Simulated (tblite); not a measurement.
Compound: C₉H₈SSi.
SMILES with atom numbers: `[SiH3:1][c:2]1[cH:3][c:4]([CH:5]=[S:6])[cH:7][c:8]2[c:9]1[CH:10]=[CH:11]2` (hydrogens: H12, H13, H14 on Si1; H15 on C3; H16 on C5; H17 on C7; H18 on C10; H19 on C11)

Computed with GFN2-xTB (tblite), gas phase: L-BFGS steps from a force-field or distance-geometry start until the largest atomic force falls under 0.01 eV/Å.

Step 16: E = -767.2684 eV
```
atom  x, y, z in Å  |  force x, y, z in eV/Å
Si1    -2.2067   -1.8778   -0.3854   -0.067  -0.051   0.009
C2     -0.7486   -0.6895   -0.1866    0.014  -0.030   0.002
C3      0.6002   -1.1316   -0.0861    0.032   0.032   0.012
C4      1.6866   -0.2748    0.0309    0.022   0.075  -0.053
C5      3.0120   -0.8197    0.0434   -0.046  -0.018   0.000
S6      4.3635    0.0047   -0.3575   -0.042  -0.031   0.109
C7      1.5080    1.1551    0.0828   -0.041  -0.046   0.011
C8      0.2303    1.5663    0.0203   -0.035   0.031   0.010
C9     -0.8724    0.6648   -0.1187    0.019  -0.039  -0.011
C10    -1.7952    1.8428   -0.1020    0.041  -0.015   0.029
C11    -0.7653    2.6988    0.0389    0.017  -0.043   0.001
H12    -2.8383   -2.0959    0.9192    0.059   0.005   0.023
H13    -1.7286   -3.1473   -0.9360    0.050   0.032   0.027
H14    -3.2039   -1.3017   -1.2888    0.054   0.064  -0.020
H15     0.7961   -2.1955   -0.1436   -0.031   0.050   0.030
H16     3.1009   -1.8720    0.3066    0.028   0.013  -0.108
H17     2.3697    1.7987    0.1878   -0.048  -0.070  -0.032
H18    -2.8633    1.9226   -0.1637    0.014   0.067  -0.010
H19    -0.6549    3.7611    0.1463   -0.041  -0.025  -0.031
```

Step 17: E = -767.2710 eV
```
atom  x, y, z in Å  |  force x, y, z in eV/Å
Si1    -2.2073   -1.8769   -0.3841   -0.083  -0.067   0.001
C2     -0.7467   -0.6894   -0.1868   -0.012  -0.073   0.016
C3      0.6026   -1.1328   -0.0844   -0.001   0.057  -0.009
C4      1.6881   -0.2737    0.0285   -0.016   0.024  -0.037
C5      3.0119   -0.8222    0.0413   -0.047   0.012   0.000
S6      4.3652    0.0053   -0.3463   -0.025  -0.033   0.104
C7      1.5064    1.1557    0.0806   -0.031  -0.035   0.018
C8      0.2280    1.5673    0.0203    0.033  -0.007   0.013
C9     -0.8743    0.6645   -0.1184    0.073  -0.015  -0.005
C10    -1.7957    1.8438   -0.1003    0.001  -0.041   0.009
C11    -0.7663    2.6997    0.0396    0.024  -0.026  -0.001
H12    -2.8392   -2.0975    0.9236    0.081   0.017  -0.035
H13    -1.7241   -3.1471   -0.9357    0.025   0.070   0.044
H14    -3.2048   -1.2983   -1.2915    0.097   0.034   0.027
H15     0.8004   -2.1975   -0.1386   -0.051   0.087   0.028
H16     3.0980   -1.8775    0.2946    0.026   0.028  -0.107
H17     2.3691    1.7982    0.1862   -0.057  -0.061  -0.037
H18    -2.8630    1.9248   -0.1651   -0.005   0.065  -0.003
H19    -0.6580    3.7627    0.1441   -0.032  -0.034  -0.026
```

Step 18: E = -767.2744 eV
```
atom  x, y, z in Å  |  force x, y, z in eV/Å
Si1    -2.2096   -1.8768   -0.3822   -0.062  -0.058  -0.006
C2     -0.7446   -0.6910   -0.1861   -0.045  -0.012   0.034
C3      0.6059   -1.1323   -0.0818   -0.080   0.036  -0.039
C4      1.6899   -0.2713    0.0250   -0.041  -0.027  -0.005
C5      3.0110   -0.8252    0.0382   -0.038   0.042  -0.004
S6      4.3682    0.0048   -0.3277    0.006  -0.023   0.093
C7      1.5044    1.1569    0.0780    0.012  -0.033   0.018
C8      0.2261    1.5685    0.0202    0.081  -0.038   0.014
C9     -0.8750    0.6645   -0.1180    0.092  -0.090   0.000
C10    -1.7959    1.8439   -0.0982   -0.026  -0.041  -0.015
C11    -0.7672    2.7004    0.0402    0.004  -0.014  -0.006
H12    -2.8407   -2.0997    0.9281    0.095   0.026  -0.079
H13    -1.7182   -3.1454   -0.9349    0.000   0.091   0.054
H14    -3.2058   -1.2947   -1.2937    0.132   0.006   0.068
H15     0.8054   -2.1976   -0.1306   -0.062   0.107   0.022
H16     3.0936   -1.8849    0.2740    0.016   0.040  -0.099
H17     2.3678    1.7975    0.1831   -0.043  -0.031  -0.037
H18    -2.8624    1.9275   -0.1670   -0.023   0.055   0.005
H19    -0.6629    3.7641    0.1409   -0.017  -0.037  -0.019
```

Task: Estimate the geometry and energy of step 19. (The exact step hangs on the optimiser's Hessian estimate; all steps are aligned on step 18, rigid shifts and turns removed.)

Result: E = -767.2785 eV, largest force 0.169 eV/Å
```
atom  x, y, z in Å  |  force x, y, z in eV/Å
Si1    -2.2133   -1.8777   -0.3797    0.007  -0.012  -0.009
C2     -0.7429   -0.6928   -0.1841   -0.084  -0.017   0.043
C3      0.6086   -1.1307   -0.0787   -0.126   0.026  -0.060
C4      1.6919   -0.2679    0.0206   -0.085  -0.104   0.028
C5      3.0092   -0.8282    0.0340   -0.012   0.060  -0.013
S6      4.3731    0.0033   -0.3010    0.034  -0.008   0.083
C7      1.5031    1.1581    0.0752    0.034  -0.011   0.012
C8      0.2249    1.5700    0.0203    0.104  -0.088   0.011
C9     -0.8739    0.6627   -0.1176    0.062  -0.026   0.016
C10    -1.7958    1.8429   -0.0960   -0.059  -0.059  -0.043
C11    -0.7683    2.7004    0.0405   -0.006  -0.005  -0.011
H12    -2.8424   -2.1023    0.9316    0.093   0.029  -0.093
H13    -1.7111   -3.1416   -0.9331   -0.018   0.081   0.052
H14    -3.2058   -1.2912   -1.2946    0.143  -0.010   0.089
H15     0.8108   -2.1951   -0.1193   -0.069   0.082   0.010
H16     3.0874   -1.8937    0.2441    0.000   0.053  -0.084
H17     2.3659    1.7970    0.1782    0.001   0.015  -0.032
H18    -2.8619    1.9307   -0.1693   -0.021   0.037   0.014
H19    -0.6693    3.7652    0.1367    0.001  -0.044  -0.012
```

The energy changes by -0.0041 eV. The first-order estimate −F·Δx gives -0.0055 eV and the mean of the old and new forces, exact on a quadratic surface, -0.0041 eV. The step makes an angle of 73° with the force vector and moves no atom by more than 0.032 Å.

What follows is the cost of the whole relaxation. Hardware: an Arm Neoverse V2 with one thread, shared host. Cost: 0.64 s of wall time.
